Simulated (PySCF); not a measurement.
Sn(Cl)(Me)(OH)2 (CH5ClO2Sn), SMILES [CH3][Sn]([Cl])([OH])[OH].

Coordinates come from a PBE0-D3(BJ)/def2-SVP optimisation. The structure was generated by enumeration; whether it is a known compound was not checked. The def2 effective core potentials stand for the cores of Sn; spin–orbit coupling is left out. The values are those of a single conformer.

Two levels are set side by side: PBE/def2-TZVP (PySCF) and r2SCAN/def2-TZVP (PySCF). Same geometry, gas phase. Differences are taken from unrounded values.

| quantity | r2SCAN |
|---|---|
| orbital gap (eV) | 5.47 |
| highest occupied level (eV) | -7.47 |
| lowest empty level (eV) | -2.01 |
| dipole moment (D) | 1.20 |
| mean polarisability (bohr³) | 68.7 |

### Question
What does PBE give, and how far is it from r2SCAN? (An estimate is asked for; the answer gives what the named calculation found.)

### Answer

```csv
quantity,PBE,PBE minus r2SCAN
orbital gap (eV),4.81,-0.66
highest occupied level (eV),-7.08,0.39
lowest empty level (eV),-2.27,-0.27
dipole moment (D),1.15,-0.05
mean polarisability (bohr³),71.0,2.3
```

Rough cost on one machine, each run with all the roots and properties that it gave: r2SCAN against PBE about 3 times.
